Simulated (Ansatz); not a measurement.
Species: C4H5OSi, net charge -1, singlet state. It need not be the lowest isomer of its formula. Whether it binds its extra electron was not tested at this geometry. 
Coordinates optimised at B3LYP-D3(BJ)/def2-TZVP (Ansatz, a first-principles code):
```xyz
11

Si    -1.9927     0.3502     0.0344
C     -0.2047     0.0261    -0.0001
C      0.3155    -1.2053    -0.4241
O      1.7204    -1.0410    -0.2987
C      2.0150     0.2073     0.1696
C      0.8784     0.9106     0.3726
H     -2.5377     0.7148     1.3877
H     -2.4352     1.5144    -0.8084
H     -2.7953    -0.8136    -0.4268
H      3.0583     0.4516     0.3073
H      0.8195     1.9261     0.7396
```
Charge -1, spin multiplicity 1.

Basis-set convergence of Hartree-Fock and CCSD correlation energies (hartree) with Ansatz. Valence correlation only, unless marked. No spin-orbit coupling. Non-relativistic. This anion needs diffuse functions, which these sets lack.

```tsv
basis	functions	E(HF)	E(corr, CCSD)
cc-pV(D+d)Z	118	-518.10903	-0.85481
cc-pV(T+d)Z	259	-518.18684	-1.02851
cc-pV(Q+d)Z	489	(withheld)	(withheld)
```

Some entries are withheld; supply them.


- cc-pV(Q+d)Z, E(HF): -518.20798
- cc-pV(Q+d)Z, E(corr, CCSD): -1.08545
